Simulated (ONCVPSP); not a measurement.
# Before and after: ONCV potential for mercury (Hg)

- Element: mercury (Hg)
- Generator: ONCVPSP 4.0.1
- Type: optimised norm-conserving Vanderbilt (ONCV)
- Functional: PBE
- Relativity: scalar-relativistic
- Frozen core: [Kr] 4d10 4f14 5s2
- Valence charge: 18
- Reference configuration: 5p6 5d10 6s2
- Partial waves: 6s: rc 2.20 bohr, ncon 4, nbas 7, qcut 2.9 1/bohr, 3 projectors, debl 0.4 Ha; 5p: rc 1.20 bohr, ncon 5, nbas 8, qcut 8.2 1/bohr, 3 projectors, debl 1.9 Ha; 5d: rc 1.25 bohr, ncon 4, nbas 8, qcut 8.3 1/bohr, 2 projectors, debl 0.6 Ha
- Local potential: polynomial inside 0.95 bohr (lpopt 3, dvloc0 4 Ha)
- Core correction: Teter function, fcfact 6, rcfact 1.35

In the p channel the program set the typed energies aside and used -2.444, 0.250, 2.150 Ha.

All-electron outer shells of the reference configuration (PBE, scalar-relativistic, ld1.x):

| shell | level (eV) | outermost node (bohr) | outermost maximum (bohr) |
| --- | --- | --- | --- |
| 4f | -95.89 | – | 0.37 |
| 5p | -66.52 | 0.51 | 0.93 |
| 5d | -9.86 | 0.55 | 1.17 |
| 6s | -6.82 | 1.08 | 2.21 |

Change: s: debl 3.05.

Cutoffs: the cutoffs (Ha) at which the residual kinetic energy of the hardest occupied pseudo-wave falls to 1 and 0.1 mHa per electron; they do not see the model core or the augmentation charge, which bear on the density cutoff. Errors are all-electron minus pseudo energies relative to the spin-unpolarised reference configuration.

**Question.** What does the change do?

**Answer.** The potential gets neither clearly harder nor softer (107 Ha and 134 Ha → 107 Ha and 134 Ha); both files keep a bound ghost (s); the number of tests with a reliable result goes from 4 to 0; the range in which the s phases agree widens (upper end 3.6 → at the end of the scan).

```csv
quantity,base,changed
"cutoff, loose",107 Ha,107 Ha
"cutoff, tight",134 Ha,134 Ha
bound ghosts,s,s
GHOST(+) flags under 300 eV,s at 126.7 eV,none
tests with a reliable result,4 of 4,0 of 4
s: phases at 2.23 bohr within 0.05 rad from the reference energy up to (Ha; the scan ends near 5),3.6,to the end of the scan
p: phases at 1.22 bohr within 0.05 rad from the reference energy up to (Ha; the scan ends near 5),to the end of the scan,to the end of the scan
d: phases at 1.27 bohr within 0.05 rad from the reference energy up to (Ha; the scan ends near 5),to the end of the scan,to the end of the scan
"rms error of d²Exc/dni dnj with the model core, mHa",0.38,0.38
```

 A true bound ghost makes a file unfit for plane-wave use even where its test errors are small: the radial tests pick states by their node count and pass the ghost by.
